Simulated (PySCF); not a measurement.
C₂H₃BrFIn, SMILES [In]([Br])([CH]=C)[F].

Coordinates come from a B3LYP-D3(BJ)/def2-SVP optimisation. The structure was generated by enumeration; whether it is a known compound was not checked. The def2 effective core potentials stand for the cores of In; spin–orbit coupling is left out. Other conformers were not sampled.

Calculation: PySCF with PBE/def2-TZVP.

| Quantity | Result |
|---|---|
| total energy | -2941.69916 hartree |
| point group | Cs |
| highest occupied level | -7.05 eV |
| lowest empty level | -2.81 eV |
| orbital gap | 4.23 eV |
| dipole moment | 4.00 D |
| quadrupole, principal values (traceless, Buckingham form, about the centre of nuclear charge) | -9.43, 2.84, 6.58 D·Å |
| mean static polarisability | 81.5 bohr³ (12.07 Å³) |
| polarisability, principal values | 51.7, 87.4, 105.4 bohr³ |
